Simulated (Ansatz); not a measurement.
Cost and result for the atomization energy of CH7NOSi2, SMILES `N=C(O)[SiH2][SiH3]` (12 atoms, 11 bonds).

| atom | x (Å) | y (Å) | z (Å) |
| --- | --- | --- | --- |
| N1 | -0.836 | -0.521 | 2.289 |
| C2 | -0.500 | -0.772 | 1.096 |
| O3 | 0.190 | -1.898 | 0.826 |
| Si4 | -0.813 | 0.278 | -0.461 |
| Si5 | 1.226 | 0.888 | -1.432 |
| H6 | -1.349 | 0.351 | 2.362 |
| H7 | 0.308 | -2.361 | 1.671 |
| H8 | -1.638 | -0.505 | -1.418 |
| H9 | -1.582 | 1.468 | -0.008 |
| H10 | 2.073 | 1.579 | -0.424 |
| H11 | 1.935 | -0.321 | -1.925 |
| H12 | 0.986 | 1.812 | -2.574 |

Charge 0, multiplicity 1. Geometry: relaxed with PBE0-D4/def2-TZVP. It is one conformer, not always the lowest. Program: Ansatz. All runs use 4 threads of an Arm Neoverse V2 on a shared host. Times are those of one run each, without the atoms' runs, and a repeat can differ threefold. Electronic energies, without spin–orbit coupling; frozen cores. CCSD(T)/CBS adds CCSD(T) − MP2 in def2-TZVPP to the MP2 limit, and its time is that of the two runs behind it. T1 = 0.015. B3LYP takes the VWN-RPA correlation (the form of Gaussian; ORCA's B3LYP/G).

CCSD(T)/CBS is a level of theory with its own doubt, some kJ/mol a heavy atom from the limit and from the frozen cores, so smaller differences don't rank the functionals.

```tsv
level	functions	atomization (kcal/mol)	difference from CCSD(T)/CBS	per bond
CCSD(T)/CBS(def2)	–	976.3	0.0	0.0
r2SCAN-D4/def2-TZVPP (with forces)	275	976.6	0.3	0.0
MP2/def2-QZVPP	521	973.1	-3.2	-0.3
ωB97M-V/def2-TZVPP (with forces)	275	978.9	2.6	0.2
CCSD(T)/def2-TZVPP	275	946.8	-29.5	-2.7
B2PLYP/def2-TZVPP	275	963.9	-12.4	-1.1
PBE0-D4/def2-TZVPP	275	972.4	-3.9	-0.4
ωB97X-V/def2-TZVPP	275	983.6	7.3	0.7
B3LYP-D4/def2-TZVPP (with forces)	275	978.1	1.8	0.2
PBE-D4/def2-TZVPP (with forces)	275	993.3	17.0	1.5
```

Problem. Order the runs by time, with rough figures. (An estimate is asked.)

Solution. The calculation gave: PBE-D4/def2-TZVPP (with forces) 2.8 s; PBE0-D4/def2-TZVPP 3.4 s; r2SCAN-D4/def2-TZVPP (with forces) 5 s; B3LYP-D4/def2-TZVPP (with forces) 5.5 s; B2PLYP/def2-TZVPP 6.5 s; ωB97X-V/def2-TZVPP 8.5 s; ωB97M-V/def2-TZVPP (with forces) 13 s; MP2/def2-QZVPP 26 s; CCSD(T)/def2-TZVPP 3.3 min; CCSD(T)/CBS(def2) 3.7 min.

In def2-TZVPP, CCSD(T) changes the Hartree–Fock value by +264.0 kcal/mol (the triples alone add +16.0 kcal/mol) and MP2 by +272.8 kcal/mol; breaking electron pairs costs correlation energy, which Hartree–Fock lacks. From PBE to PBE0 (25 % exact exchange), in def2-TZVPP and without D4, the atomization energy moves by −20.0 kcal/mol: exact exchange takes away binding that semilocal exchange gives to molecules. The D4 term adds +10.0 kcal/mol with B3LYP and +5.3 kcal/mol with PBE0; it sums over pairs of atoms, weighted by their polarisabilities, and B3LYP, whose exchange is more repulsive, gets the larger term.
